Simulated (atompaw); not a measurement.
**What one change does to a pseudopotential (Er, PAW (atompaw))**

atompaw 4.2.0.5 input, output lines left out:

```
Er 68
GGA-PBE scalarrelativistic loggrid 2001 logderivrange -6 5 276
6 6 5 4 0 0
6 0 1.75
6 1 0
5 2 0
4 3 12
0 0 0
c
c
c
c
v
v
c
c
c
v
v
c
c
v
v
3
3.00 2.80 2.35 1.85
n
n
y
0.4
n
y
4.15
n
custom polynom gramschmidtortho sinc
bessel
2.10
3.00
2.60
3.00
3.00
3.00
0.65
0.65
```

Change: wave 4f (bound): rc 0.65 bohr becomes 4f (bound): rc 2.86 bohr.

Cutoffs: the cutoffs (Ry, on a coarse ladder) from which the occupation-weighted sum of valence levels, in a spherical-Bessel basis at the reference potential, stays within 10 and 1 mRy of its value at 400 Ry; they do not see the model core or the augmentation charge, which bear on the density cutoff.

Task: What does the change do?

Result: The range in which the f phases agree narrows (upper end at the end of the scan → 0.5); neither file shows a bound ghost.

| quantity | base | changed |
| --- | --- | --- |
| cutoff, loose | over 300 Ry | 18 Ry |
| cutoff, tight | over 300 Ry | 25 Ry |
| loose cutoff by channel (10 mRy a level) | s 10 Ry, p 10 Ry, f 300 Ry | s 10 Ry, p 10 Ry, f 10 Ry |
| bound ghosts | none | none |
| s: phases at 3.00 bohr within 0.05 rad from the reference energy up to (Ry; the scan ends near 5) | 3.3 | 3.3 |
| p: phases at 3.00 bohr within 0.05 rad from the reference energy up to (Ry; the scan ends near 5) | 4.8 | 4.8 |
| d: phases at 3.00 bohr within 0.05 rad from the reference energy up to (Ry; the scan ends near 5) | to the end of the scan | to the end of the scan |
| f: phases at 3.00 bohr within 0.05 rad from the reference energy up to (Ry; the scan ends near 5) | to the end of the scan | 0.5 |
| lowest overlap eigenvalue by channel | s 0.51, p 0.73, d 0.94, f 1.00 | s 0.51, p 0.73, d 0.94, f 1.00 |

 The cutoffs see the waves, projectors and local potential, not the compensation charge or the core.
